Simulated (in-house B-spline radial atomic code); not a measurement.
PBE0 excitations of K⁺

Method: PBE0. Computed with a B-spline radial code for spherical atoms: linear response of the closed shell [Ne] 3s2 3p6 with the functional's adiabatic kernel; scalar-relativistic (spin-free one-electron X2C), finite nucleus, no spin-orbit coupling, no double excitations, S, P, D and F terms only. Only terms of natural parity with L up to 3 were computed.

Command:
```bash
python run_td.py task.json out
```
Settings (radii: box in bohr, nucleus in fm):
```
Z                        19
electrons                18
configuration            [Ne] 3s2 3p6
hamiltonian              x2c
method                   pbe0
box_radius               41.61
rms_radius               3.4349
intervals                75
```

Time taken, with all properties: 1.3 s on 1 thread of Arm Neoverse N1 (shared host).

The lowest states, in the order of their Tamm-Dancoff energies; the method's threshold (minus the highest occupied level) is 26.906 eV. Labels give the largest channel, * marks a mixed state, and oscillator strengths are full-response dipole values. Semilocal kernels can invert the small singlet-triplet splittings of Rydberg terms. Energies in eV:

| state | full response | Tamm-Dancoff | oscillator strength |
| --- | --- | --- | --- |
| 3p → 4s 3P | 19.220 | 19.231 | - |
| 3p → 4s 1P | 19.571 | 19.578 | 0.38 |
| 3p → 3d 3P | 20.038 | 20.111 | - |
| 3p → 3d 3F | 20.250 | 20.383 | - |
| 3p → 4p 3S | 21.525 | 21.543 | - |
| 3p → 3d 1F | 21.723 | 21.729 | - |
| 3p → 4p 3D | ? | ? | - |
| 3p → 4p 1D | 22.013 | 22.015 | - |
| 3p → 4p 1S | ? | ? | - |
| 3p → 3d 1P | 23.755 | 23.875 | 0.981 |

Q: Where does 3p → 4p 1S lie?

A: At 22.719 eV in full response, 22.796 eV in Tamm-Dancoff.

Q: Where does 3p → 4p 3D lie?

A: At 21.844 eV in full response, 21.854 eV in Tamm-Dancoff.

Q: How large is the singlet-triplet splitting of 3p → 4s (P terms) in Tamm-Dancoff?

A: 0.347 eV, from the unrounded values.

Q: What polarisabilities and dispersion coefficient does the method give?

A: Dipole 5.605 bohr³, quadrupole 17.31 bohr⁵, C6 23.97 hartree·bohr⁶ for two such species.
